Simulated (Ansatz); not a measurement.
`C[CH2][AlH][OH]` + `C[O][GeH]([SH])[Cl]` → `C[CH2][Al]([OH])[SH]` + `C[O][GeH2][Cl]`  (redistribution)

Program: Ansatz. Geometries: PBE0-D4/def2-TZVP. ΔE: electronic, gas phase. CBS: MP2 limit from def2 TZ/QZ plus the TZ coupled-cluster correction, frozen cores. DFT in def2-TZVPP. For Ge outer-core shells are correlated without core-valence functions, which leaves a few kJ/mol of doubt a bond. Scalar relativity is left out up to krypton. Each species was taken in one conformer, which may not be the lowest.

`C[CH2][AlH][OH]`:

Z-matrix (Å, degrees):
```
C
C 1 1.529
H 1 1.094 2 111.7
H 1 1.094 2 112.3 3 120.1
H 1 1.094 2 111.7 3 -119.7
Al 2 1.957 1 116.3 3 59.8
H 2 1.098 1 110.2 3 -62.9
H 2 1.098 1 110.2 3 -177.4
O 6 1.701 2 121.1 1 -0.4
H 6 1.582 2 123.9 1 179.6
H 9 0.956 6 123.1 2 -0.0
```

`C[O][GeH]([SH])[Cl]`:

Cartesian coordinates in Å:
```
C 0.580 -1.459 -0.169
O 0.236 -0.686 0.962
Ge -0.491 0.902 0.764
S 0.728 2.221 -0.525
Cl -2.395 0.645 -0.211
H 1.086 -2.357 0.189
H -0.309 -1.761 -0.734
H 1.259 -0.918 -0.838
H -0.675 1.455 2.173
H -0.019 1.960 -1.610
```

`C[CH2][Al]([OH])[SH]`:

```xyz
12

C    -1.229    1.400    0.224
C    -0.091    0.635    0.898
Al    0.681   -0.799   -0.166
O     1.972   -1.707    0.451
S    -0.145   -1.210   -2.158
H    -1.625    2.191    0.868
H    -2.065    0.743   -0.031
H    -0.904    1.873   -0.706
H     0.720    1.318    1.178
H    -0.429    0.200    1.847
H     2.412   -2.426    0.004
H     0.704   -2.220   -2.409
```

`C[O][GeH2][Cl]`:

Z-matrix (Å, degrees):
```
C
O 1 1.410
H 1 1.092 2 107.7
H 1 1.098 2 112.2 3 118.8
H 1 1.098 2 112.2 3 -118.8
Ge 2 1.768 1 117.7 3 -179.8
Cl 6 2.135 2 104.6 1 178.9
H 6 1.537 2 110.2 1 62.0
H 6 1.537 2 110.3 1 -64.4
```

| level | ΔE (kcal/mol) |
| --- | --- |
| ωB97X-V | -13.0 |
| PBE0 | -13.7 |
| HF/CBS(def2) | -15.4 |
| CCSD/CBS(def2) | -14.2 |

Question: What does CCSD(T)/CBS give? (Best estimate.)

Answer: Ansatz gave: -13.7 kcal/mol. The listed levels differ from it by 0.7, 0.0, -1.7, -0.5 kcal/mol.

Largest T1 diagnostic among the species: 0.011.

In def2-TZVPP, CCSD(T) changes the Hartree–Fock value by +1.8 kcal/mol (the triples alone add +0.5 kcal/mol) and MP2 by +2.1 kcal/mol. The D4 term adds +1.2 kcal/mol with B3LYP and +0.6 kcal/mol with PBE0; it sums over pairs of atoms, weighted by their polarisabilities, and B3LYP, whose exchange is more repulsive, gets the larger term. From PBE to PBE0 (25 % exact exchange), in def2-TZVPP and without D4, ΔE moves by −0.9 kcal/mol.

B3LYP here is the variant with VWN-RPA as its local correlation; programs differ in this.
